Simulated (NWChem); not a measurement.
Species: CHCl, singlet; SMILES [CH]Cl

```xyz
3

C      0.1500     1.2002     0.0000
Cl    -0.0133    -0.5192     0.0000
H     -0.9189     1.5249     0.0000
```
Atoms are numbered in this order, from 1.

Low-valent species are run as closed-shell singlets; no triplet was tried in these runs. Structure relaxed at the B3LYP/6-31G* (spherical d) level.

Split the isotropic spin-spin couplings (Hz) from B3LYP/pcJ-1 (NWChem) into Fermi-contact, spin-dipolar, paramagnetic and diamagnetic spin-orbit terms, for the pairs 1–3.


```csv
pair,FC,SD,PSO,DSO,total
13C(1)–1H(3),66.00,2.79,-10.29,0.14,58.64
```
